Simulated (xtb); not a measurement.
C3H8Si, triplet, at the geometry of the source list (a higher spin typed on purpose: for a closed-shell molecule this is an excited state). Base run: GFN2-xTB (xtb).

Geometry (Å):
```xyz
12

C      0.7308     0.2853     0.7814
C      0.8129    -0.8190    -0.2921
Si    -0.9818    -0.4553    -0.8425
C     -0.5664     0.9913     0.3369
H      1.6012     0.9411     0.8028
H      0.6141    -0.1487     1.7744
H      1.5606    -0.5917    -1.0507
H      1.0461    -1.8048     0.1051
H     -1.9868    -1.3952    -0.3416
H     -1.2175    -0.1449    -2.2526
H     -0.3616     1.9310    -0.1741
H     -1.2517     1.2109     1.1531
```
Charge 0, spin multiplicity 3.
All else is at xtb's defaults.
Base energy -12.00412 Eh.

Each row names what was changed in the base input (with any setting that the change needs).

```csv
change,ΔE vs base (kJ/mol),dipole (D),G_solv (kcal/mol),SCF cycles
base,0.00,3.72,-,15
etemp = 1000,-6.69,3.51,-,13
acc = 30,0.00,3.72,-,10
etemp = 3000,-36.7,2.99,-,13
alpb = thf,-12.44,3.96,-3.18,14
alpb = toluene,-8.44,3.74,-2.02,15
```

ALPB and GBSA are two models with their own fitted parameters for each solvent, which aren't always the measured dielectric constant.
